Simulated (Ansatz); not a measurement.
`Cl[Si](Cl)(Cl)[SeH]` + `[SiH3][SeH]` → `[SeH][SiH2][SeH]` + trichlorosilane  (formal exchange of groups at the Se–Si bond)

Gas-phase electronic energies from Ansatz, PBE0-D4/def2-TZVP geometries. CCSD(T)/CBS is the MP2 limit (def2-TZVPP, def2-QZVPP) plus CCSD(T) − MP2 in def2-TZVPP, frozen cores. This one scheme is used for every species. Functionals use def2-TZVPP. B3LYP here is the variant with VWN-RPA as its local correlation; programs differ in this. HSE06 is defined as in plane-wave codes. For Se outer-core shells are correlated without core-valence functions, which leaves a few kJ/mol of doubt a bond. Scalar relativity is left out up to krypton. Each species was taken in one conformer, which may not be the lowest.

```
             level  ΔE (kcal/mol)  difference from CCSD(T)/CBS
         r2SCAN-D4           -2.1                          0.0
           PBE0-D4           -1.8                          0.3
          B3LYP-D4           -1.5                          0.6
          HSE06-D4           -1.9                          0.2
      CAM-B3LYP-D4           -1.9                          0.2
            revPBE           -2.7                         -0.6
              BLYP           -2.9                         -0.8
           r2SCANh           -2.3                         -0.2
           r2SCAN0           -2.5                         -0.4
         CAM-B3LYP           -2.7                         -0.6
       HF/def2-SVP           -3.3                         -1.2
    MP2/def2-TZVPP           -1.8                          0.3
CCSD(T)/def2-TZVPP           -2.3                         -0.2
     HF/def2-QZVPP           -3.8                         -1.7
    MP2/def2-QZVPP           -1.7                          0.4
SCS-MP2/def2-QZVPP           -2.1                          0.0
       CCSD(T)/CBS           -2.1                            0
```

Largest T1 diagnostic among the species: 0.009.

The D4 term adds +1.4 kcal/mol with B3LYP and +0.7 kcal/mol with PBE0; it sums over pairs of atoms, weighted by their polarisabilities, and B3LYP, whose exchange is more repulsive, gets the larger term. Leaving LDA and LC-ωPBE aside and taking each functional with its dispersion term where it has one, the values, not all of them listed here, spread over 1.6 kcal/mol, from B2PLYP to revPBE-D4. In def2-TZVPP, CCSD(T) changes the Hartree–Fock value by +1.5 kcal/mol (the triples alone add +0.3 kcal/mol) and MP2 by +2.0 kcal/mol.
